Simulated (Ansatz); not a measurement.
A search over several starts for the lowest SCF solution of Al₃Ga₂⁺ at the given spin, in a small basis.

```yaml
crystal:
  periodic: [false, false, false]
  atoms:
    - {symbol: Al, position_ang: [0.085187, 2.114076, -1.499979]}
    - {symbol: Al, position_ang: [-0.268053, -0.411033, -1.599647]}
    - {symbol: Al, position_ang: [0.209390, -0.708469, 2.273884]}
    - {symbol: Ga, position_ang: [-0.226452, -2.081254, 0.147463]}
    - {symbol: Ga, position_ang: [0.199938, 1.086680, 0.678288]}
basis:
  gaussian: {orbitals: def2-SVP}
total_charge: 1
magnetization: {spin_polarized: true, initial_magnetization: 0}
hamiltonian: {xc: pbe0, dispersion: d4}
output: {orbitals: {seedname: orbitals}}
```

```sh
$ ansatz run in.yaml --threads 4 --pin off --events-out ev --progress --plain --max-ram 4787MiB
```

Output, abridged:

```
Functional definition: PBE0
1112 factors; integrals over basis functions are off by at most 1.0e-3 eV
mean field evaluation 1: about -124491.9722 eV, gradient 2.2e1 eV
mean field evaluation 2: about -124484.1777 eV, gradient 3.3e1 eV
mean field evaluation 4: about -124495.4357 eV, gradient 9.5e0 eV
mean field evaluation 8: about -124496.4778 eV, gradient 3.1e-1 eV
mean field evaluation 16: about -124496.4789 eV, gradient 1.1e-3 eV
mean field evaluation 32: about -124496.4795 eV, gradient 8.4e-2 eV
mean field evaluation 64: about -124496.4230 eV, gradient 5.7e-1 eV
mean field -124496.51624712 eV, -4575.1625853122 hartree, gradient 9.7e-6 eV, S^2 0.448177; 11 other end points of the search recorded, 0 dependent functions left out
reference -124496.51627395 eV, -4575.1625862980 hartree; 50, 50 occupied and 68, 68 virtual orbitals, 1112 factors
Total energy: -124496.74836366 eV, -4575.1711154374 hartree
```

Hardware: 4 threads of Arm Neoverse V2 on a shared host. Wall time 28 s, peak host memory 0.6 GiB.

Other converged states that the search met: 0.04 eV higher (⟨S²⟩ = 0.00).

The unrestricted singlet has broken spin symmetry (⟨S²⟩ up to 0.45). The structure comes from a short search, and lower isomers may exist.
